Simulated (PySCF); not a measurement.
C2H7BO2, SMILES CCB(O)O at its CAM-B3LYP/def2-SVP optimised geometry (Å):

```
12

B     -0.0647     1.1640     0.0000
C     -0.8488    -0.2072    -0.0116
C      0.0189    -1.4554     0.1335
H     -1.4253    -0.2535    -0.9547
H     -1.6174    -0.1799     0.7829
H      0.5679    -1.4491     1.0870
H      0.7732    -1.5076    -0.6653
H     -0.5772    -2.3800     0.0960
O      1.2923     1.1640     0.0000
H      1.6518     2.0600    -0.0010
O     -0.6912     2.3800     0.0000
H     -1.6518     2.3210     0.0037
```

Computed with CAM-B3LYP/def2-TZVP run with PySCF. Cells within 0.4 Å of a nucleus heavier than hydrogen are left out (blank, or x).

Map of the electron localisation function on the plane z = 0.0 Å:

```
|000000000000000000000000000|
|000000000001110000000000000|
|000000000024431000000000000|
|000000001257763000000000000|
|000000244578873001452000000|
|00000368887x883005775100000|
|0000057999xxx71039986200000|
|00000479997x761169995100000|
|000000367568832678974000000|
|000000000124xx18xx763100000|
|000000000024xx18xx875100000|
|000000001369812678986200000|
|000000134458982258875200000|
|0000002465xx771003442000000|
|0000002466xx662000000000000|
|000000135547984310000000000|
|000000012358834653100000000|
|000000000136xxx875200000000|
|0000000001586x3775200000000|
|000000001799985543100000000|
|000000006999994221000000000|
|000000018999994100000000000|
|000000007999983000000000000|
|000000002799961000000000000|
|000000000145410000000000000|
|000000000000000000000000000|
|000000000000000000000000000|
```
Scale: ten equal steps from 0.000 (start of '0') to 1.000 (end of '9'), in the order '0123456789'; x runs from -4.50 to 4.50, y from -4.50 (bottom) to 4.50 (top).
